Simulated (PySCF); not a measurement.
PySCF 2.14 output of a UHF calculation on a single atom or ion in aug-cc-pVDZ-PP with ECP60MDF, with scalar relativity through the core potential:

```
SCF conv_tol = 1e-09
number electrons alpha = 8  beta = 5
cycle= 1 E= -56.7402584771387  delta_E= -0.00339  |g|= 0.0149  |ddm|= 0.0464
cycle= 2 E= -56.7403484668323  delta_E= -9e-05  |g|= 0.00255  |ddm|= 0.00817
cycle= 3 E= -56.7403516577215  delta_E= -3.19e-06  |g|= 0.000203  |ddm|= 0.00556
cycle= 4 E= -56.7403517514588  delta_E= -9.37e-08  |g|= 8.04e-05  |ddm|= 0.00071
cycle= 5 E= -56.7403517659981  delta_E= -1.45e-08  |g|= 1.1e-05  |ddm|= 0.000692
cycle= 6 E= -56.7403517664579  delta_E= -4.6e-10  |g|= 2.44e-06  |ddm|= 7.77e-05
converged SCF energy = -56.7403517664579  <S^2> = 3.7728665  2S+1 = 4.011417
```

The run itself started from symmetry-adapted Hartree-Fock orbitals and held the occupation by maximum overlap, so the iterations belong to that start.

Problem. Which element, charge and spin multiplicity is this?

Solution. Ta (tantalum, neutral), multiplicity 4; the state was [Xe] 4f14 5d3 6s2, high-spin 4F determinant.

Energies and moments cover only the electrons outside the core potential. Spin-orbit coupling, absent here, splits the open shell strongly.
